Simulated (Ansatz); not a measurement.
Geometry optimisation, RKS PBE-D4/6-31G* (Ansatz).

The input (input.yaml):

```yaml
crystal:
  periodic: [false, false, false]
  atoms:
    - { symbol: Si, position_ang: [0.092541, 0.019329, -0.915177] }
    - { symbol: Cl, position_ang: [1.762769, 0.017934, 1.980741] }
    - { symbol: H, position_ang: [2.189846, 0.039076, 0.708693] }
    - { symbol: "N", position_ang: [-1.005896, 1.330451, -0.618605] }
    - { symbol: H, position_ang: [-2.000714, 1.272262, -0.392804] }
    - { symbol: H, position_ang: [-0.66146, 2.287888, -0.563973] }
    - { symbol: "N", position_ang: [-0.984043, -1.341172, -0.854395] }
    - { symbol: H, position_ang: [-1.981631, -1.339481, -0.632019] }
    - { symbol: H, position_ang: [-0.626712, -2.286285, -0.984962] }
basis:
  gaussian: { orbitals: "6-31G*" }
hamiltonian:
  xc: pbe
  dispersion: d4
relax:
  f_tol: 0.03
  max_steps: 50
```

Run as:

```bash
$ ansatz run input.yaml --threads 1 --pin off --max-ram 2048MiB --backend cpu --events-out ev --progress --plain --runs-dir out
```

Where does it end, and by what steps?

The run converged. After 14 steps the energy has fallen by 0.259 eV; Cl2 moved furthest, 1.16 Å.

```tsv
step	energy less start (eV)	largest force component (eV/Å)	accepted
0	0.0000	0.663	yes
1	-0.0596	1.087	yes
2	-0.1387	0.336	yes
3	-0.1760	0.243	yes
4	-0.1969	0.663	yes
5	-0.2199	0.306	yes
6	-0.2375	0.261	yes
7	-0.2437	0.190	yes
8	-0.2507	0.104	yes
9	-0.2539	0.196	yes
10	-0.2572	0.030	yes
11	-0.2575	0.103	yes
12	-0.2575	0.084	no
13	-0.2582	0.060	yes
14	-0.2585	0.025	yes
```

```xyz
9
Properties=species:S:1:pos:R:3
Si -0.157 -0.011 -0.172
Cl 2.901 -0.009 1.739
H 1.760 -0.018 1.013
N -1.136 1.350 -0.596
H -2.027 1.352 -1.098
H -0.841 2.291 -0.338
N -1.058 -1.344 -0.810
H -1.950 -1.318 -1.310
H -0.707 -2.295 -0.703
```

Whether the end is a true minimum wasn't checked by a vibrational analysis.

The run took 42 s on 1 thread of Arm Neoverse V1 (shared host), peak memory 0.13 GiB.
